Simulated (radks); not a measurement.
Results of a calculation; reference values are marked as such.
Sn4+, configuration [Ar] 3d10 4s2 4p5 4d10 5s1 (not the ground configuration). Code: a radial shooting solver on a logarithmic mesh with Libxc functionals. Model: scalar-relativistic Kohn-Sham, LDA (Slater exchange, VWN5 correlation), spin-polarised, spherical densities, finite nucleus; open shells are filled with parallel spins first (spin-orbit coupling, left out, can overturn this in heavy ions); Fermi nuclear charge, rms radius 4.6519 fm.

Normalised radial functions P(r) = r R(r), r in bohr:

r           4s up
0.004717   0.1930
0.006241   0.2295
0.008324   0.2652
0.01101    0.2909
0.01457    0.2967
0.01928    0.2680
0.02551    0.1886
0.03376    0.0476
0.04466   -0.1476
0.05957   -0.3592
0.07882   -0.4836
0.1043    -0.4126
0.138     -0.0841
0.1826     0.3989
0.2416     0.7277
0.3196     0.5582
0.4263    -0.1741
0.564     -0.9808
0.7463    -1.3059
0.9875    -1.0238
1.307     -0.5175
1.729     -0.1656
2.287     -0.0308
3.051     -0.0027
4.036     -0.0001
5.341     0.0000
7.067     0.0000

4s up: eigenvalue -184.64 eV, 3 radial nodes at r = 0.0364, 0.145, 0.403 bohr, <r> = 0.812 bohr, 90 % of the charge inside 1.17 bohr.
